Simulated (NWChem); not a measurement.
System: C$_{5}$H$_{8}$; SMILES C(=C)C1CC1

Parts of the log:

```
             Northwest Computational Chemistry Package (NWChem) 7.3.0
             --------------------------------------------------------

 CS  symmetry detected

                             Geometry "geometry" -> ""
                             -------------------------

 Output coordinates in angstroms (scale by  1.889725989 to convert to a.u.)

  No.       Tag          Charge          X              Y              Z
 ---- ---------------- ---------- -------------- -------------- --------------
    1 C                    6.0000    -0.11660797     2.24050834     0.00000000
    2 C                    6.0000     0.37670731     0.99933262     0.00000000
    3 C                    6.0000    -0.42184218    -0.23954783     0.00000000
    4 C                    6.0000     0.07653074    -1.45398488    -0.74611600
    5 C                    6.0000     0.07653074    -1.45398488     0.74611600
    6 H                    1.0000    -1.19525743     2.42660999     0.00000000
    7 H                    1.0000     0.54045899     3.11331705     0.00000000
    8 H                    1.0000     1.46639203     0.86061570     0.00000000
    9 H                    1.0000    -1.50565062    -0.08372479     0.00000000
   10 H                    1.0000     1.03511049    -1.36827326    -1.26590500
   11 H                    1.0000    -0.66203791    -2.06710577    -1.26907900
   12 H                    1.0000     1.03511049    -1.36827326     1.26590500
   13 H                    1.0000    -0.66203791    -2.06710577     1.26907900

 Effective nuclear repulsion energy (a.u.)     162.8737063588

      Symmetry information
      --------------------

 Group name             Cs
 Group number              2
 Group order               2
 No. of unique centers    10

                                Z-matrix (autoz)
                                --------

 Units are Angstrom for bonds and degrees for angles

[...]

      ----------------------
      Optimization converged
      ----------------------

  Step       Energy      Delta E   Gmax     Grms     Xrms     Xmax
  ---- ---------------- -------- -------- -------- -------- --------
@    4    -193.93944414 -1.7D-06  0.00021  0.00004  0.00055  0.00164
                                     ok       ok       ok       ok

                                Z-matrix (autoz)
                                --------

 Units are Angstrom for bonds and degrees for angles

[...]

 Rotational Constants
 --------------------
 A=   0.512696 cm-1  (  0.737639 K)
 B=   0.102380 cm-1  (  0.147299 K)
 C=   0.098436 cm-1  (  0.141624 K)

 Temperature                      =   298.15K
 frequency scaling parameter      =   1.0000

 Zero-Point correction to Energy  =   77.199 kcal/mol  (  0.123024 au)
 Thermal correction to Energy     =   80.391 kcal/mol  (  0.128112 au)
 Thermal correction to Enthalpy   =   80.984 kcal/mol  (  0.129056 au)

 Total Entropy                    =   71.586 cal/mol-K
   - Translational                =   38.554 cal/mol-K (mol. weight =  68.0626)
   - Rotational                   =   25.238 cal/mol-K (symmetry #  =        1)
   - Vibrational                  =    7.795 cal/mol-K

 Cv (constant volume heat capacity) =   17.710 cal/mol-K
   - Translational                  =    2.979 cal/mol-K
   - Rotational                     =    2.979 cal/mol-K
   - Vibrational                    =   11.751 cal/mol-K

[normal modes left out]

 ----------------------------------------------------------------------------
 Normal Eigenvalue ||           Projected Infra Red Intensities
  Mode   [cm**-1]  || [atomic units] [(debye/angs)**2] [(KM/mol)] [arbitrary]
 ------ ---------- || -------------- ----------------- ---------- -----------
    1       -0.000 ||    0.000000           0.000         0.000       0.000
    2       -0.000 ||    0.000000           0.000         0.000       0.000
    3        0.000 ||    0.000031           0.001         0.031       0.036
    4        0.000 ||    0.000028           0.001         0.027       0.032
    5        0.000 ||    0.000025           0.001         0.024       0.029
    6        0.000 ||    0.000019           0.000         0.019       0.022
    7      121.763 ||    0.000011           0.000         0.011       0.013
    8      291.987 ||    0.001441           0.033         1.404       1.665
    9      339.554 ||    0.001049           0.024         1.023       1.213
   10      476.055 ||    0.001475           0.034         1.438       1.704
   11      738.852 ||    0.003896           0.090         3.798       4.503
   12      832.743 ||    0.000579           0.013         0.564       0.669
   13      889.393 ||    0.001609           0.037         1.569       1.860
   14      899.834 ||    0.010043           0.232         9.791      11.607
   15     1022.758 ||    0.020121           0.464        19.615      23.255
   16     1036.733 ||    0.042559           0.982        41.489      49.188
   17     1053.768 ||    0.047639           1.099        46.441      55.058
   18     1099.485 ||    0.003559           0.082         3.470       4.114
   19     1138.472 ||    0.008325           0.192         8.116       9.622
   20     1191.035 ||    0.001319           0.030         1.286       1.524
   21     1209.759 ||    0.003555           0.082         3.465       4.108
   22     1253.094 ||    0.000617           0.014         0.602       0.713
   23     1312.615 ||    0.002716           0.063         2.648       3.140
   24     1317.032 ||    0.000558           0.013         0.543       0.644
   25     1341.829 ||    0.001953           0.045         1.904       2.257
   26     1439.648 ||    0.003587           0.083         3.496       4.145
   27     1487.862 ||    0.002990           0.069         2.914       3.455
   28     1609.817 ||    0.000281           0.006         0.274       0.324
   29     1615.050 ||    0.000287           0.007         0.280       0.332
   30     1667.233 ||    0.000939           0.022         0.916       1.085
   31     1878.488 ||    0.025301           0.584        24.665      29.242
   32     3302.499 ||    0.032541           0.751        31.723      37.609
   33     3307.686 ||    0.004380           0.101         4.270       5.062
   34     3313.714 ||    0.029800           0.688        29.050      34.441
   35     3329.466 ||    0.009338           0.215         9.103      10.792
   36     3330.661 ||    0.009529           0.220         9.290      11.013
   37     3378.290 ||    0.000197           0.005         0.192       0.228
   38     3394.668 ||    0.035256           0.813        34.369      40.747
   39     3405.188 ||    0.029892           0.690        29.140      34.547
 ----------------------------------------------------------------------------
```

Level: Hartree-Fock/6-31G* (spherical d). 

Q: Which NWChem input produces such a log?

A: Several could match; the one computed here: the input that was run:
```
start job
memory heap 200 mb stack 900 mb global 1100 mb
geometry units angstroms
  C     -0.119056    -2.239671     0.000000
  C      0.375078    -0.998821     0.000000
  C     -0.422654     0.240586     0.000000
  C      0.076520     1.454694    -0.746116
  C      0.076520     1.454694     0.746116
  H     -1.197828    -2.425061     0.000000
  H      0.537435    -3.112913     0.000000
  H      1.464854    -0.860823     0.000000
  H     -1.506565     0.085478     0.000000
  H      1.035043     1.368350    -1.265905
  H     -0.661644     2.068302    -1.269079
  H      1.035043     1.368350     1.265905
  H     -0.661644     2.068302     1.269079
end
basis spherical
  * library 6-31g*
end
dft
  xc hfexch
  iterations 150
end
driver
  maxiter 120
end
task dft optimize
task dft freq
```
